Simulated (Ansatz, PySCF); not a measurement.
PySCF was given this input:
```python
from pyscf import gto, scf, dft

mol = gto.M(
    atom='''
Y     0.24151734    0.62691312    0.38844030
Cl    1.68510444   -0.84321126   -0.87245213
Cl   -0.87472993   -1.26310920    1.39683844
Cl   -1.36444369    0.66810800   -1.41551406
''',
    basis='def2-svp',
    ecp={'Y': 'def2-svp'},
    spin=2,
    verbose=4,
)

mf = dft.UKS(mol)
mf.xc = 'b3lyp'
mf.grids.atom_grid = (99, 590)
mf.grids.prune = None
mf.kernel()
```

Convert this to an input for Ansatz (an electronic-structure program).

Several could match; the one computed here: 
Ansatz 0.2 input:
```yaml
crystal:
  periodic: [false, false, false]
  atoms:
    - {symbol: Y, position_ang: [0.24151734, 0.62691312, 0.38844030]}
    - {symbol: Cl, position_ang: [1.68510444, -0.84321126, -0.87245213]}
    - {symbol: Cl, position_ang: [-0.87472993, -1.26310920, 1.39683844]}
    - {symbol: Cl, position_ang: [-1.36444369, 0.66810800, -1.41551406]}
basis:
  gaussian:
    orbitals: def2-SVP
hamiltonian:
  xc: b3lyp
magnetization: {spin_polarized: true, initial_magnetization: 2}
accuracy: high
```

Both were run: PySCF gave -1418.621957 Eh and Ansatz -1418.621955 Eh, 0.002 mEh apart.
